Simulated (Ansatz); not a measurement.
Isomers of CH7AlBN, relaxed with PBE0-D4/def2-TZVP in Ansatz; electronic energies, one conformer each and not always the lowest. Functionals use def2-TZVPP; CBS adds triple-zeta CCSD(T) − MP2 to the MP2 limit of def2-TZVPP and def2-QZVPP.

Order them by energy at frozen-core CCSD(T)/CBS, lowest first. (Estimate.)
A. `[BH2][Al]([CH3])[NH2]`
B. `CB[NH][AlH2]`
C. `CN[BH][AlH2]`

B (0.0 kJ/mol), A (158.4 kJ/mol), C (186.9 kJ/mol).

How do PBE0-D4, B2PLYP, B3LYP, ωB97M-V place them (kJ/mol, against `CB[NH][AlH2]`)? (Best estimate.)

Computed: 
```
                 isomer  PBE0-D4  B2PLYP  B3LYP  ωB97M-V
`[BH2][Al]([CH3])[NH2]`    165.4   160.2  157.1    165.7
         `CN[BH][AlH2]`    180.9   184.2  177.6    189.5
```

B3LYP here is the variant with VWN-RPA as its local correlation; programs differ in this.
